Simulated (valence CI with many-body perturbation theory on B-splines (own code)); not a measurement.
Lu XXXII in brief

Computed by relativistic CI+MBPT: four valence electrons over a frozen Dirac-Fock core [Kr], a basis of 7 s, 7 p, 8 d, 6 f, 4 g, 1 h functions for each j, with the one-electron correlation potential Σ1, the two-electron term Σ2, the three-electron term Σ3, Breit, model QED; selected CI, second order for the rest, scaled by the run's own slope (own B-spline code, finite nucleus).

The last digits are not significant, and no measured levels were compared; by estimate large intervals hold to a few tenths of a per cent, small ones and those within an open d or f shell to about a per cent. Only levels of the ground parity were solved; by the run's estimate the other parity begins above the list, which can be wrong where configurations are misplaced.

Levels are named by their leading jj configuration (3d3/2^4 stands for four electrons in 3d with j = 3/2), which in mixed levels can hold well under half, so a name can repeat and another be missing.

Rates and lifetimes use the calculated energies. Strong lines usually hold to 10 to 20 %, long lifetimes can be off by a factor of two.

Task: What is the ground level?

Result: (4d3/2^4) J=0, composition 57 % 4d4 3P + 32 % 4d4 5D + 11 % 4d4 1S.

Task: What is the ionisation energy?

Result: 1244 eV; NIST lists 1242 ± 4 eV (theoretical).

Task: How well does LS coupling describe the low levels?

Result: Among the lowest 20 levels the leading LS term, summed over configurations, holds 47 % on average. For single configurations the figures are 47 % in LS and 91 % in jj coupling. Terms mix most in the J = 4 level at 125330 cm⁻¹, where the leading one holds 30 %.
